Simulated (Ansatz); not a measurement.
A nudged elastic band was laid between two geometries of C₂H₃FOSi (8 atoms, charge 0, multiplicity 1).

Level of theory: Ansatz 0.2.0, RKS PBE-D4/def2-SVP.

```json
{
  "movable images": "5",
  "climbing image": "yes",
  "spring": "5.0 eV/Å²",
  "optimiser": "quadratic models (default)",
  "start path": "IDPP",
  "force threshold": "0.05 eV/Å",
  "iteration limit": "60",
  "end points": "relaxed"
}
```

Initial state:

```xyz
8
Properties=species:S:1:pos:R:3
O -0.862 1.349 1.169
C -0.260 0.460 0.361
C 0.548 0.350 -0.716
F 1.184 1.179 -1.557
Si 0.073 -1.307 -0.100
H -0.631 2.250 0.863
H 1.005 -2.178 0.700
H -0.966 -2.161 -0.777
```

Final state:

```xyz
8
Properties=species:S:1:pos:R:3
O -0.643 1.686 0.884
C -0.146 0.632 0.211
C 0.651 0.407 -0.854
F 1.331 1.126 -1.749
Si 0.100 -1.182 -0.137
H -1.197 1.349 1.612
H 0.982 -2.046 0.727
H -0.986 -2.030 -0.750
```

Which bonds break or form, and what moves?

No bond is made or broken. The dihedral H6–O1–C2–C3 goes from 0 to 180°.

Give the energies along the band, and the barrier.

The run converged. The highest image is number 3 of 0 to 6, 0.238 eV above the first end and 0.264 eV above the last; the last end lies 0.026 eV below the first. A vibrational analysis at the climbing image gives one clearly imaginary mode, 436i cm⁻¹: a first-order saddle point.

```tsv
image	path coordinate (Å)	energy (eV)	dihedral H6–O1–C2–C3 (°)
0	0.00	0.000	0
1	0.34	0.047	21
2	0.67	0.169	54
3	1.01	0.238	89
4	1.38	0.160	124
5	1.75	0.029	154
6	2.12	-0.026	180
```

What is the geometry of the highest image?


```xyz
8
Properties=species:S:1:pos:R:3:forces:R:3
O -0.385 1.530 1.258 0.00 0.00 0.01
C -0.055 0.543 0.387 0.00 0.00 -0.01
C 0.668 0.334 -0.731 -0.01 -0.01 0.01
F 1.381 1.053 -1.599 0.00 0.00 0.00
Si -0.013 -1.262 -0.109 0.00 0.00 0.00
H -1.191 1.978 0.936 0.00 0.00 0.00
H 0.854 -2.277 0.589 0.00 0.00 0.00
H -1.167 -1.956 -0.786 0.00 0.00 0.00
```

What are the harmonic wavenumbers there?

436i, 237, 238, 340, 478, 571, 624, 632, 636, 786, 947, 993, 1120, 1253, 1746, 2141, 2156, 3687 cm⁻¹.

Time of the run: 69 s on 1 thread of Arm Neoverse V2 (shared host), peak memory 0.12 GiB.
